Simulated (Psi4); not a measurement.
Approach curve of the dimer C2H4 ··· CHF3 (SMILES C=C and FC(F)F). Monomers: optimised at B3LYP-D3(BJ) (def2-TZVP), held rigid. Orientation: a higher rigid-body minimum at GFN2-xTB. Only R, the distance of the centres of mass, is varied, so the lowest point isn't the relaxed dimer.

Geometry at R = 3.23 Å (first 6 atoms: monomer A):
```
11

C     -0.6614     0.0331    -0.0043
C      0.6615    -0.0331     0.0043
H     -1.1847     0.9813     0.0218
H     -1.2763    -0.8582    -0.0378
H      1.1847    -0.9813    -0.0218
H      1.2763     0.8582     0.0378
F      1.1151    -1.1177     3.0359
C     -0.1057    -0.8217     3.5028
F     -1.0055    -1.5660     2.8452
F     -0.3556     0.4701     3.2487
H     -0.1610    -1.0168     4.5739
```

Calculation: Psi4 with SAPT0/jun-cc-pVDZ, frozen core.

Components in kcal/mol:

| R / Å | electrostatics | exchange | induction | dispersion | total |
|---|---|---|---|---|---|
| 2.60 | -12.34 | 27.36 | -1.29 | -4.57 | 9.15 |
| 2.86 | -5.73 | 12.57 | -0.61 | -2.83 | 3.41 |
| 3.02 | -3.55 | 7.80 | -0.38 | -2.13 | 1.74 |
| 3.23 | -1.88 | 4.18 | -0.21 | -1.48 | 0.60 |
| 3.40 | -1.11 | 2.52 | -0.13 | -1.12 | 0.17 |
| 3.65 | -0.48 | 1.20 | -0.07 | -0.75 | -0.10 |
| 3.97 | -0.12 | 0.46 | -0.03 | -0.46 | -0.15 |
| 4.21 | 0.00 | 0.22 | -0.02 | -0.32 | -0.13 |
| 4.71 | 0.08 | 0.05 | -0.01 | -0.17 | -0.05 |
| 5.45 | 0.08 | 0.00 | 0.00 | -0.07 | 0.01 |
| 6.39 | 0.06 | 0.00 | 0.00 | -0.03 | 0.03 |
| 7.73 | 0.04 | 0.00 | 0.00 | -0.01 | 0.03 |
